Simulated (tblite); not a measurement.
IK, charge -1, doublet, at the geometry of the source list (GFN-xTB shapes and energies of metal compounds can be far from the true ones) (a state made from the parent by changing its charge; the spin is typed, not shown lowest); GFN1-xTB with ALPB(water) in tblite.

Input for tblite:
```
$ tblite run mol.xyz --method gfn1 --charge -1 --spin 1 --alpb water --json tblite.json --no-restart

# file mol.xyz
2

K     -1.05890000    -0.75220000    -0.90220000
I      1.05890000     0.75220000     0.90220000
```

What does tblite print? Leave out banner, timings and long lists.


```
xTB calculator
 | screened Coulomb repulsion
 | Coulomb electrostatics
 |  * isotropic Klopman-Ohno-Mataga-Nishimoto electrostatics
 |  * onsite third-order electrostatics
 | DFT-D3(BJ) dispersion correction
 | Interactions (3)
 | [1] alpb/gbsa reaction field model
 | [2] cds contribution to solvation
 | [3] empirical free energy shift and standard state/solvent correction

halogen bonding energy    0.0000000000000E+00 Eh
repulsion energy          3.5607751364241E-03 Eh
dispersion energy        -3.1074847264628E-04 Eh
interaction energy       -1.4218858312265E-02 Eh
number of electrons       9.0000000000000E+00 e
integral cutoff           4.0000000000000E+01 bohr

------------------------------------------------------------
  cycle        total energy    energy error   density error
------------------------------------------------------------
      1     -4.412196924964  -4.4012281E+00   9.3047991E-01
      2     -4.531877718097  -1.1968079E-01   3.1962411E-01
      3     -4.540444446819  -8.5667287E-03   1.7291370E-01
      4     -4.538408872136   2.0355747E-03   1.2235677E-01
      5     -4.541633214311  -3.2243422E-03   3.4566765E-02
      6     -4.541850182173  -2.1696786E-04   1.1254204E-02
      7     -4.541874994928  -2.4812755E-05   1.5866897E-03
      8     -4.541875490586  -4.9565761E-07   2.5315954E-05
      9     -4.541875490723  -1.3713564E-10   8.4148338E-07
------------------------------------------------------------

electronic energy        -4.5309066590745E+00 Eh
total energy             -4.5418754907230E+00 Eh

Post processing:
 | Mayer-Wiberg bond orders

[Info] JSON dump of results written to 'tblite.json'
```
